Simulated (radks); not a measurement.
The numbers below are computed, except where a source is named.
Effect of the nuclear size on the xenon ion Xe19+, [Ar] 3d10 4s2 4p5. Level of theory: Dirac Kohn-Sham, relativistic LDA (MacDonald-Vosko exchange, VWN5 correlation), spin-unpolarised, spherical densities, finite nucleus; open shells fill j = l - 1/2 first; Fermi nuclear charge, rms radius 4.7859 fm (a radial shooting solver on a logarithmic mesh with Libxc functionals). The rms radius is varied about that value; shifts are against it.

rms radius (fm)  total energy shift (eV)  density at nucleus (e/bohr^3)  1s1/2 shift (meV)  2s1/2 shift (meV)  3p1/2 shift (meV)  4s1/2 shift (meV)  4p1/2 shift (meV)  4p3/2 shift (meV)  5s1/2 (empty) shift (meV)
3.934                              -2.15                      2.782e+05               -893               -106               1.13              -5.59              0.355              0.507                      -2.18
4.4796                            -0.814                      2.718e+05               -338              -40.0              0.426              -2.11              0.134              0.192                     -0.824
4.7859                                 0                      2.686e+05              0.000              0.000              0.000              0.000              0.000              0.000                      0.000
5.1879                              1.13                      2.648e+05                471               55.8             -0.594               2.95             -0.187             -0.267                       1.15
5.8579                              3.19                      2.591e+05               1320                157              -1.67               8.29             -0.526             -0.751                       3.23

Slopes of the eigenvalues against <r^2> in GHz/fm^2, as finite differences over the two radii next to the reference (eigenvalue slopes, not the field-shift constants of lines): 1s1/2 28500, 2s1/2 3380, 3p1/2 -36.0, 4s1/2 179, 4p1/2 -11.4, 4p3/2 -16.2, 5s1/2 (empty) 69.7.
